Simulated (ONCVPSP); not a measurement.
# What one change does to a pseudopotential (Hg, ONCV)

mercury, optimised norm-conserving Vanderbilt (ONCV), made with ONCVPSP 4.0.1 (PBE, scalar-relativistic). Core [Kr] 4d10, reference 4f14 5s2 5p6 5d10 6s2. Waves: 5s+6s: rc 1.50 bohr, ncon 4, nbas 8, qcut 10.1 1/bohr, 2 projectors; 5p: rc 1.40 bohr, ncon 3, nbas 6, qcut 11.9 1/bohr, 2 projectors, debl 0.7 Ha; 5d: rc 1.85 bohr, ncon 4, nbas 9, qcut 9.5 1/bohr, 1 projector; 4f: rc 0.70 bohr, ncon 4, nbas 9, qcut 20.3 1/bohr, 2 projectors, debl 1.9 Ha. Local part: polynomial inside 0.60 bohr (lpopt 5, dvloc0 6 Ha). Core correction: Teter function fitted to the true core (icmod 2), fcfact 0.55.

In the p channel the program set the typed energies aside and used -2.444, 0.250 Ha. In the f channel the program set the typed energies aside and used -3.524, 0.250 Ha.

Change: all radii but the core radius scaled by about 1.08 (s 1.62, p 1.52, d 2.00, f 0.76 bohr); local potential polynomial inside 0.66 bohr (lpopt 5, dvloc0 6 Ha).

Cutoffs: the cutoffs (Ha) at which the residual kinetic energy of the hardest occupied pseudo-wave falls to 1 and 0.1 mHa per electron; they do not see the model core or the augmentation charge, which bear on the density cutoff. Errors are all-electron minus pseudo energies relative to the spin-unpolarised reference configuration.

Q: How do hardness, ghosts and transferability respond?

A: The potential gets softer (492 Ha and 736 Ha → 203 Ha and 559 Ha); the bound ghosts move from p, s to s; the lowest positive-energy flag moves from none to p at 53.7 eV; of the 4 tests that both files solve, the error grows in 1 and shrinks in 1 by more than 15 % and 0.3 meV (median size 11.0 → 8.4 meV). A larger radius leaves more room for a smooth pseudo-wave, so fewer plane waves are needed.

| quantity | base | changed |
| --- | --- | --- |
| cutoff, loose | 492 Ha | 203 Ha |
| cutoff, tight | 736 Ha | 559 Ha |
| loose cutoff by channel | s 33 Ha, p 41 Ha, d 24 Ha, f 492 Ha | s 30 Ha, p 35 Ha, d 24 Ha, f 203 Ha |
| bound ghosts | s, p | s |
| GHOST(+) flags under 300 eV | none | p at 53.7 eV |
| error for 4f14 5s2 5p6 5d10 6s1, meV [ΔE 10.69 eV] | -4.6 | -5.0 |
| error for 4f14 5s2 5p6 5d10 6s0, meV [ΔE 29.66 eV] | -15 | -16 |
| error for 4f14 5s2 5p6 5d9 6s0, meV [ΔE 65.19 eV] | -7.2 | -12 |
| error for 4f14 5s2 5p6 5d8 6s0, meV [ΔE 114.95 eV] | +19 | +4.3 |
| rms error of d²Exc/dni dnj with the model core, mHa | 1.44 | 1.74 |

 A true bound ghost makes a file unfit for plane-wave use even where its test errors are small: the radial tests pick states by their node count and pass the ghost by.
